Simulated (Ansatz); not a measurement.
Gas-phase electronic energies from Ansatz, PBE0-D4/def2-TZVP geometries. CBS: MP2 limit from def2 TZ/QZ plus the TZ coupled-cluster correction, frozen cores. This one scheme is used for every species, atoms too. Functionals use def2-TZVPP. No spin–orbit coupling; open shells (•) take unrestricted orbitals. Spin–orbit coupling would lower the free atoms: a little for B, C, Si. Each species was taken in one conformer, which may not be the lowest.

Consider the atomization: `BCC[SiH2]C` → B• + 3 C• + 11 H• + Si•.

CCSD(T)/CBS gives +1392.3 kcal/mol.

Q: Another level gave +1397.5 kcal/mol. Which?
A. CCSD(T)/def2-TZVPP
B. r2SCAN/def2-TZVPP
C. ωB97X-V/def2-TZVPP
D. PBE0-D4/def2-TZVPP

A: D. PBE0-D4 1397.5, ωB97X-V 1398.9, r2SCAN 1396.4, CCSD(T)/def2-TZVPP 1363.9 kcal/mol.

Largest T1 diagnostic among the species: 0.014.

From PBE to PBE0 (25 % exact exchange), in def2-TZVPP and without D4, ΔE moves by −6.6 kcal/mol: exact exchange takes away binding that semilocal exchange gives to molecules. In def2-TZVPP, CCSD(T) changes the Hartree–Fock value by +284.0 kcal/mol (the triples alone add +13.1 kcal/mol) and MP2 by +290.1 kcal/mol; breaking electron pairs costs correlation energy, which Hartree–Fock lacks.

For atomizations the MP2-based limit and the directly extrapolated one differ by several kJ/mol either way, and by 10 to 25 for some Ge, Se and Sn compounds, so smaller differences from it don't rank the levels.
